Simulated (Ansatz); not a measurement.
System: SiAsH5, charge 0, singlet. SiAsH5 (silylarsane, SMILES [SiH3][AsH2]).
B3LYP-D3(BJ)/def2-TZVP minimum from Ansatz (a first-principles code):
```xyz
7

Si    -1.5373     0.1376     0.3254
As     0.7729    -0.0588    -0.2222
H     -2.2860    -0.8593    -0.4750
H     -1.9869     1.4962    -0.0582
H     -1.8237    -0.0802     1.7618
H      0.9199    -1.3459     0.5839
H      1.1929     0.8037     0.9642
```
Charge 0, spin multiplicity 1.

Total energies in hartree (Ansatz). Radicals and triplets start from unrestricted determinants; spin-orbit coupling is neglected. Correlated methods leave the cores frozen (noble-gas shells, and filled d and f shells in the p block). No relativity. For partners of very few electrons the exact lower level stands in for a higher one.

```csv
species,HF/def2-TZVPP,CCSD(T)/def2-TZVPP,HF/def2-QZVPP,CCSD(T)/def2-QZVPP,CCSDT(Q)/def2-TZVPP
1: SiAsH5 (SMILES [AsH2][SiH3]),-2526.05022,-2526.38634,-2526.10471,-2526.45828,-2526.38818
2: Si (triplet),-288.85084,-288.92770,-288.85873,-288.93839,-288.92853
3: As (quartet),-2234.19417,-2234.28293,-2234.23914,-2234.33210,-2234.28356
4: H (doublet),-0.49981,-0.49981,-0.49998,-0.49998,-0.49981
```

Work out the atomisation energy (electronic, to ground-state atoms) in kJ/mol: take Hartree-Fock from def2-QZVPP, extrapolate the CCSD(T) correlation energy as X^-3 (X = 3, 4), and add CCSDT(Q) - CCSD(T) in def2-TZVPP. 1 hartree = 2625.5 kJ/mol.


Species 1: correlation (64·(-0.35357) - 27·(-0.33612))/37 = -0.36630; step -0.00184; E1 = -2526.10471 + (-0.36630) + (-0.00184) = -2526.47285
Species 2: correlation (64·(-0.07966) - 27·(-0.07686))/37 = -0.08170; step -0.00083; E2 = -288.85873 + (-0.08170) + (-0.00083) = -288.94126
Species 3: correlation (64·(-0.09296) - 27·(-0.08876))/37 = -0.09602; step -0.00063; E3 = -2234.23914 + (-0.09602) + (-0.00063) = -2234.33579
Species 4: correlation (64·(0.00000) - 27·(0.00000))/37 = 0.00000; step +0.00000; E4 = -0.49998 + (0.00000) + (+0.00000) = -0.49998
-1·E1 +1·E2 +1·E3 +5·E4 = 0.69590 hartree = 1827.1 kJ/mol.
